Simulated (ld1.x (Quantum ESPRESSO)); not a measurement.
**An all-electron radial function and its pseudo partner (Mo)**

Columns: radius, all-electron u(r) and pseudo u(r) of the 4p shell (level -38.46 eV) of molybdenum in the configuration [Ar] 3d10 4s2 4p6 4d5 5s1 5p0; PBEsol, scalar-relativistic, TM scheme, ld1.x (Quantum ESPRESSO) 7.5.

| r (bohr) | all-electron | pseudo |
| --- | --- | --- |
| 0.095 | 0.3207 | 0.0166 |
| 0.190 | -0.1769 | 0.0657 |
| 0.285 | -0.5152 | 0.1446 |
| 0.380 | -0.4598 | 0.2494 |
| 0.475 | -0.1765 | 0.3741 |
| 0.570 | 0.1692 | 0.5110 |
| 0.665 | 0.4828 | 0.6501 |
| 0.760 | 0.7255 | 0.7799 |
| 0.855 | 0.8898 | 0.8881 |
| 0.950 | 0.9830 | 0.9642 |
| 1.045 | 1.0182 | 1.0021 |
| 1.140 | 1.0101 | 1.0018 |
| 1.235 | 0.9719 | 0.9692 |
| 1.330 | 0.9141 | 0.9136 |
| 1.425 | 0.8451 | 0.8451 |
| 1.520 | 0.7710 | 0.7710 |
| 1.615 | 0.6962 | 0.6962 |
| 1.710 | 0.6233 | 0.6233 |
| 1.805 | 0.5544 | 0.5544 |
| 1.900 | 0.4904 | 0.4904 |
| 1.995 | 0.4319 | 0.4319 |
| 2.090 | 0.3789 | 0.3789 |
| 2.185 | 0.3314 | 0.3314 |
| 2.280 | 0.2891 | 0.2891 |
| 2.375 | 0.2516 | 0.2516 |
| 2.470 | 0.2186 | 0.2186 |

Q: How many radial nodes do the two functions have?

A: The all-electron 4p function has n − l − 1 = 2; the pseudo-wave has 0, since the states of the same l below it are removed with the core.

Q: At about which radius was the pseudo-wave matched?

A: 1.50 bohr, where the columns begin to agree (steps of 0.10 bohr).

Q: Where does each function peak?

A: Outermost all-electron maximum near 1.04 bohr, pseudo maximum near 1.04 bohr (to the table’s step).

Q: Is the pseudo-wave norm-conserving?

A: Yes: the TM scheme keeps the norm inside the radius equal to the all-electron one, which fixes the energy derivative of the logarithmic derivative at the level.
